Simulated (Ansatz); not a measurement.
Program: Ansatz. Geometries: PBE0-D4/def2-TZVP. ΔE: electronic, gas phase. CBS: MP2 limit from def2 TZ/QZ plus the TZ coupled-cluster correction, frozen cores. Functionals use def2-TZVPP. Each species was taken in one conformer, which may not be the lowest.

Consider the formal exchange of groups at the Si–O bond: `O[SiH](O)[AlH2]` + `C=CC(=C)CF` → `O[SiH]([AlH2])CF` + `C=CC(=C)O`.

```tsv
level	ΔE (kcal/mol)
PBE	31.1
r2SCAN	33.8
PBE0	32.9
HF/def2-TZVPP	37.2
HF/def2-QZVPP	37.5
SCS-MP2/def2-QZVPP	38.1
MP2/CBS(def2)	38.6
CCSD/CBS(def2)	37.1
```

(1) What does CCSD(T)/CBS give? (Best estimate.)

Largest T1 diagnostic among the species: 0.013.

Answers

(1) The calculation gave: +36.9 kcal/mol. The listed levels differ from it by -5.8, -3.1, -4.0, 0.3, 0.6, 1.2, 1.7, 0.2 kcal/mol.

From PBE to PBE0 (25 % exact exchange), in def2-TZVPP and without D4, ΔE moves by +1.8 kcal/mol.
